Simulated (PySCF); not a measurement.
A GIAO shielding run with PySCF 2.14.0 with density-fitted response routines (density fitting, non-relativistic, gas phase) on `C=CC[C@@]1(C=C)[SiH2][C@@H]1C`, C₈H₁₄Si:

```
$ OMP_NUM_THREADS=1 python probes_run.py task.json out

{"job": {"kind": "nmr", "xc": "PBE0", "basis": "pcSseg-1"}, "charge": 0, "multiplicity": 1}
C      3.007179     0.413972     1.308988
C      1.977092     0.906751     0.646894
C      0.547863     0.677289     1.022507
C     -0.211409    -0.050160    -0.079675
C     -0.629699     0.758852    -1.226934
C     -0.384569     2.045114    -1.443059
Si     0.303996    -1.864243    -0.432741
C     -1.208078    -1.130195     0.413614
C     -2.605684    -1.185194    -0.160798
H      2.878568    -0.176954     2.201973
H      4.023531     0.586785     0.997147
H      2.138251     1.493197    -0.247379
H      0.058380     1.636106     1.222699
H      0.513525     0.087627     1.940825
H     -1.190454     0.216086    -1.977487
H      0.160025     2.668183    -0.755307
H     -0.735212     2.533754    -2.336702
H      0.142020    -2.342634    -1.793430
H      1.344551    -2.459507     0.381835
H     -1.235675    -1.182783     1.498723
H     -3.136622    -0.252533     0.033801
H     -3.163358    -1.997833     0.302042
H     -2.598971    -1.354692    -1.234519
```

Hardware: 1 thread of an Arm Neoverse V1, shared host. The job also computes population analyses, field gradients, ring-centre shieldings.

Question: How large is the calculation?

Answer: 76 electrons, 230 basis functions and 1209 auxiliary functions.

Question: How long does it take, and how much memory does it need?

Answer: 59 s of wall time, with 14 SCF cycles and 5 response iterations; peak memory 1.1 GiB. Times on a shared host scatter by some tens of per cent.
